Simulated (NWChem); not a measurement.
## Plane-wave run on MgS (space group Fm-3m)

```
CELL_PARAMETERS angstrom
      0.00000     2.60440     2.60440
      2.60440     0.00000     2.60440
      2.60440     2.60440     0.00000
ATOMIC_POSITIONS crystal
  Mg 0.00000 0.00000 0.00000
  S  0.50000 0.50000 0.50000
```

The numbers come from NWChem runs, not from measurements. Origin of the cell: Materials Project cell, not relaxed here.

Norm-conserving pseudopotentials with valence charges Mg 2, S 6, fixed occupations, no spin-orbit coupling, density cut at twice the wavefunction cutoff.

Level: LDA (Vosko), Troullier-Martins, cutoff 25 Ha, density from a 4×4×4 mesh. Bands run along Γ–X–U|K–Γ–L–W–X with k in units of the cell's reciprocal vectors.

Task: Give the band energies at the labelled points, in eV from the valence-band top.

Result: 
| point | k | band 1 | band 2 | band 3 | band 4 | band 5 | band 6 |
|---|---|---|---|---|---|---|---|
| Γ | 0.000 0.000 0.000 | -12.65 | 0.00 | 0.00 | 0.00 | 3.36 | 7.82 |
| X | 0.500 0.000 0.500 | -10.94 | -4.23 | -1.70 | -1.70 | 2.53 | 4.27 |
| U | 0.625 0.250 0.625 | -10.94 | -3.72 | -3.23 | -1.37 | 3.69 | 6.55 |
| K | 0.375 0.375 0.750 | -10.94 | -3.72 | -3.23 | -1.37 | 3.69 | 6.55 |
| L | 0.500 0.500 0.500 | -11.31 | -4.89 | -0.59 | -0.59 | 4.33 | 6.69 |
| W | 0.500 0.250 0.750 | -10.89 | -3.26 | -3.25 | -2.41 | 5.03 | 7.76 |
Bands up to 4 are filled.
